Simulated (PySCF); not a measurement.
## BrF from Hartree–Fock to correlated methods

State: ¹Σ⁺ (singlet), closed shell. Set-up: basis Br def2-TZVPP, F def2-TZVPP; no relativity; PySCF 2.14. De refers to Br + F in their high-spin ground configurations, without counterpoise correction. A positive dipole means Br(−)F(+).

| Level | Re (Å) | ωe (cm⁻¹) | De (eV) | μ (D) |
| --- | --- | --- | --- | --- |
| RHF | 1.715 | 776 | 0.451 | -1.55 |
| RHF-MP2 | 1.759 | 693 | 2.76 | n/a |
| RHF-SCS-MP2 | 1.764 | 679 | 2.61 | n/a |
| RHF-CCSD | 1.754 | 698 | 2.31 | n/a |
| RHF-CCSD(T) | 1.766 | 671 | 2.50 | n/a |
| PBE | 1.787 | 649 | 3.12 | -1.35 |
| revPBE | 1.795 | 638 | 2.85 | -1.34 |
| TPSS | 1.782 | 657 | 2.92 | -1.33 |
| r²SCAN | 1.767 | 676 | 2.72 | -1.29 |
| M06-L | 1.768 | 661 | 2.74 | -1.37 |
| TPSSh | 1.769 | 678 | 2.73 | -1.34 |
| PBE0 | 1.753 | 702 | 2.63 | -1.36 |
| ωB97M-V | 1.757 | 706 | 2.68 | -1.45 |

(1) Which functional lies closest to RHF-CCSD(T) in De, which farthest, and by how much do they differ from it?

(2) What does a tenth of exact exchange do here, going from TPSS to TPSSh?

(3) What does the triples do here, going from RHF-CCSD to RHF-CCSD(T)?

Correlated steps freeze 10 core orbitals. Where the molecule has an RHF reference, its open-shell atoms are computed with UHF.

## Answers

(1) Closest is PBE0 (-1.3 pm in Re, +4.6 % in ωe, +0.13 eV in De against RHF-CCSD(T) in the same basis), farthest PBE (+2.1 pm in Re, -3.3 % in ωe, +0.62 eV in De). CCSD(T) converges more slowly with the basis than the functionals do and binds too weakly in this one, so the order can change at the basis-set limit.

(2) TPSSh less TPSS: -1.3 pm in Re, +3.2 % in ωe, -0.19 eV in De. Exact exchange removes part of the self-interaction that spreads semilocal densities, and in most molecules shortens and stiffens the bond and lowers De; so it does here.

(3) RHF-CCSD(T) less RHF-CCSD: +1.2 pm in Re, -3.9 % in ωe, +0.19 eV in De. Correlation nearly always deepens the well. The bond lengthens, as in strong covalent bonds, where excitations into antibonding orbitals dominate.
